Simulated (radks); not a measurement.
The numbers below are computed, except where a source is named.
The mean radii <r> (bohr) of the occupied orbitals of an atom or ion are listed with their occupations. Code: a radial shooting solver on a logarithmic mesh with Libxc functionals. Model: Dirac Kohn-Sham, PBE, spin-unpolarised, spherical densities, finite nucleus; Fermi nuclear charge, rms radius of each element as measured or else 0.836 A^(1/3) + 0.57 fm.

| orbital | occ. | <r> |
|---|---|---|
| 1s1/2 | 2 | 0.01744 |
| 2s1/2 | 2 | 0.07297 |
| 2p1/2 | 2 | 0.06017 |
| 2p3/2 | 4 | 0.06848 |
| 3s1/2 | 2 | 0.1899 |
| 3p1/2 | 2 | 0.1801 |
| 3p3/2 | 4 | 0.1954 |
| 3d3/2 | 4 | 0.1705 |
| 3d5/2 | 6 | 0.1751 |
| 4s1/2 | 2 | 0.4232 |
| 4p1/2 | 2 | 0.4266 |
| 4p3/2 | 4 | 0.4603 |
| 4d3/2 | 4 | 0.4718 |
| 4d5/2 | 6 | 0.4830 |
| 5s1/2 | 2 | 0.9700 |
| 4f5/2 | 6 | 0.5296 |
| 5p1/2 | 2 | 1.047 |
| 4f7/2 | 8 | 0.5371 |
| 5p3/2 | 4 | 1.135 |
| 5d3/2 | 4 | 1.436 |
| 5f5/2 | 2 | 3.340 |

Name the element and its charge. Open shells, if any, fill j = l - 1/2 first.

Answer. Z = 77, iridium, charge +3: Ir3+ in [Xe] 4f14 5d4 5f2. The 1s radius gives Z: for a bare nucleus <r> = (2 gamma + 1)/(2Z) with gamma = sqrt(1 - (Z/c)^2), 0.01724 bohr for Z = 77, and screening makes it slightly larger (0.01744 here). The occupations add up to 74, and the charge is Z minus that.
